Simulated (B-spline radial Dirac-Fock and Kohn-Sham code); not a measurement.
## Binding energies of Ho¹⁵⁺

System: Ho¹⁵⁺, [Kr] 4d10 4f4 5s2 (tabulated as the ground configuration, which this calculation does not bear out); nuclear rms radius 5.2022 fm (A = 165).

Method: ΔSCF Dirac-Fock with Breit, self-energy and vacuum polarisation, finite nucleus, configuration average. Computed with a radial B-spline solver. Electron correlation is not included. Energies are counted from the vacuum level.

All terms are in eV, carry their sign (relaxation lowers the binding energy) and add up to the binding energy; ⟨r⟩ is the mean radius of the orbital in the initial state.

```
subshell  −ε (Koopmans)  relaxation    Gaunt  retardation  self-energy  vacuum polarisation  binding energy  ⟨r⟩ (bohr)
      1s        56302.2      -70.13  -181.16        15.98      -103.43                17.68         55981.1       0.021
      2s         9835.3      -36.09   -19.01         1.31       -14.17                 2.26          9769.6       0.087
   2p1/2         9355.3      -40.32   -33.00         3.64         0.30                 0.04          9286.0       0.073
   2p3/2         8496.6      -37.91   -23.18         4.70        -0.84                -0.10               ?       0.080
      3s         2528.5      -14.78    -3.28         0.19        -3.16                 0.49          2508.0       0.229
   3p1/2         2318.4      -15.62    -5.89         0.58         0.04                 0.01          2297.5       0.219
   3p3/2         2135.6      -14.57    -3.93         0.84        -0.18                -0.03          2117.7       0.232
   3d3/2         1781.2      -16.77    -2.37         0.19         0.27                -0.03          1762.5       0.205
   3d5/2         1741.8      -16.36    -1.55         0.21         0.16                -0.03          1724.2       0.209
      4s          795.0       -3.46    -0.74         0.05        -0.77                 0.12           790.2       0.508
   4p1/2          708.0       -3.44    -1.31         0.14         0.03                 0.00           703.4       0.516
   4p3/2          664.0       -3.06    -0.83         0.20        -0.03                -0.01           660.3       0.542
   4d3/2          519.4       -2.97    -0.39         0.04         0.07                -0.01           516.2       0.557
   4d5/2          511.0       -2.83    -0.21         0.04         0.05                -0.01           508.1       0.566
      4f          343.9       -2.59     0.12        -0.02         0.05                -0.01           341.4       0.593
      5s          325.0       -0.31    -0.21         0.02        -0.20                 0.03           324.3       1.038
```

Task: Which binding energy belongs in the row of 2p3/2?

Result: 8439.3 eV, the sum of the terms in that row (to rounding).

For the deepest level, K (1s), the Breit terms make up -0.295 % of the binding energy, QED -0.153 % and orbital relaxation -0.125 %.

Spin-orbit splittings: 2p 846.7 eV, 3p 179.8 eV, 3d 38.23 eV, 4p 43.13 eV, 4d 8.13 eV.
